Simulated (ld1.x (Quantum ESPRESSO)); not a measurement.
## What one change does to a pseudopotential (technetium, TM)

- Element: Tc
- Generator: ld1.x (Quantum ESPRESSO) 7.5
- Type: norm-conserving Troullier–Martins (Kleinman–Bylander form)
- Functional: PBEsol
- Relativity: scalar-relativistic
- Frozen core: [Ar] 3d10
- Valence charge: 15
- Reference configuration: 4s2 4p6 4d4 5s0 5p0 (charge +3)
- Partial waves: 4s (bound): rc 1.15 bohr; 4p (bound): rc 1.30 bohr; 4d (bound): rc 1.85 bohr
- Local potential: all-electron potential smoothed inside 1.50 bohr (lloc = -1)
- Core correction: Bessel-smoothed model core, default radius (core density twice the valence density)

All-electron outer shells of the reference configuration (PBEsol, scalar-relativistic, ld1.x):

```json
{"shell": "3d", "level (eV)": "-280.75", "outermost node (bohr)": "–", "outermost maximum (bohr)": "0.31"}
{"shell": "4s", "level (eV)": "-103.59", "outermost node (bohr)": "0.50", "outermost maximum (bohr)": "0.95"}
{"shell": "4p", "level (eV)": "-75.32", "outermost node (bohr)": "0.50", "outermost maximum (bohr)": "1.01"}
{"shell": "4d", "level (eV)": "-35.13", "outermost node (bohr)": "0.50", "outermost maximum (bohr)": "1.24"}
{"shell": "5s", "level (eV)": "-27.62", "outermost node (bohr)": "1.25", "outermost maximum (bohr)": "2.37"}
{"shell": "5p", "level (eV)": "-21.19", "outermost node (bohr)": "1.39", "outermost maximum (bohr)": "2.76"}
```

Change: wave 4d (bound): rc 1.85 bohr becomes 4d (bound): rc 2.20 bohr.

Cutoffs: the cutoffs (Ry, on a coarse ladder) from which the occupation-weighted sum of valence levels, in a spherical-Bessel basis at the reference potential, stays within 10 and 1 mRy of its value at 400 Ry; they do not see the model core or the augmentation charge, which bear on the density cutoff. Errors are all-electron minus pseudo energies relative to the spin-unpolarised reference configuration.

Q: How do hardness, ghosts and transferability respond?

A: The potential gets neither clearly harder nor softer (110 Ry and 180 Ry → 110 Ry and 180 Ry); of the 7 tests that both files solve, the error grows in 3 and shrinks in 0 by more than 15 % and 0.3 meV (median size 40.0 → 39.8 meV); neither file shows a bound ghost. More of the atom is replaced by a form fitted at one configuration, so other configurations suffer.

```csv
quantity,base,changed
"cutoff, loose",110 Ry,110 Ry
"cutoff, tight",180 Ry,180 Ry
loose cutoff by channel (10 mRy a level),"s 90 Ry, p 50 Ry, d 40 Ry","s 90 Ry, p 50 Ry, d 35 Ry"
bound ghosts,none,none
"error for 4s2 4p6 4d5 5s2 5p0, meV [ΔE -51.73 eV]",-66,-68
"error for 4s2 4p6 4d5 5s1 5p0, meV [ΔE -43.53 eV]",-40,-40
"error for 4s2 4p6 4d5 5s0 5p0, meV [ΔE -28.69 eV]",+3.9,+8.0
"error for 4s2 4p6 4d5 5s0 5p1, meV [ΔE -38.90 eV]",+1.8,+3.7
"error for 4s1 4p6 4d5 5s2 5p0, meV [ΔE 28.16 eV]",-157,-185
"error for 4s2 4p6 4d5 5s1 5p1, meV [ΔE -47.92 eV]",-35,-35
"error for 4s2 4p5 4d5 5s2 5p0, meV [ΔE -0.27 eV]",-143,-162
```
